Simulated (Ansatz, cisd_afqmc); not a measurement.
System: Al2, charge 0, triplet. Al2 (SMILES [Al][Al], triplet).
B3LYP-D3(BJ)/def2-TZVP minimum from Ansatz (a program for electronic structure):
```xyz
2

Al     0.0000     0.0000    -1.3777
Al     0.0000     0.0000     1.3777
```
Charge 0, spin multiplicity 3.

Total energies in cc-pV(D+d)Z, 6 correlated electrons, 10 frozen orbitals. Open shells are spin-unrestricted; no spin-orbit coupling. Cores are frozen in correlated methods. No relativity. AFQMC/CISD: phaseless, guided by CISD from CCSD amplitudes; bars are statistical, one sigma. Outlying blocks are dropped, and bars are widened where a walk drifts. Over all cases where full CI ran beside it in this data, AFQMC minus full CI had a median of +0.1 mEh and passed +0.4 mEh in a tenth of the cases. Full CI freezes restricted core orbitals and the other rows unrestricted ones, which leaves a small offset even where coupled cluster is exact. The UHF reference of Al2 ([Al][Al], triplet) is spin-contaminated (<S^2> up to 0.04 over the pure value in the sets run).

```csv
method,program,energy (Eh),error against FCI (mEh)
HF,Ansatz,-483.77531,115.52
MP2,Ansatz,-483.85339,37.43
CCSD,Ansatz,-483.88430,6.52
CCSD(T),Ansatz,-483.88884,1.98
CCSDT(Q),Ansatz,-483.89076,0.06
CCSDTQ,Ansatz,-483.89081,0.01
AFQMC/CISD,cisd_afqmc,-483.8897 ± 0.0003,1.1 ± 0.3
FCI,Ansatz,-483.89082,0.00
```

Rough core times of Ansatz's runs on a shared machine: CCSD(T) under 20 s, CCSDT(Q) 40 s, CCSDTQ 3 min, FCI 2 min.
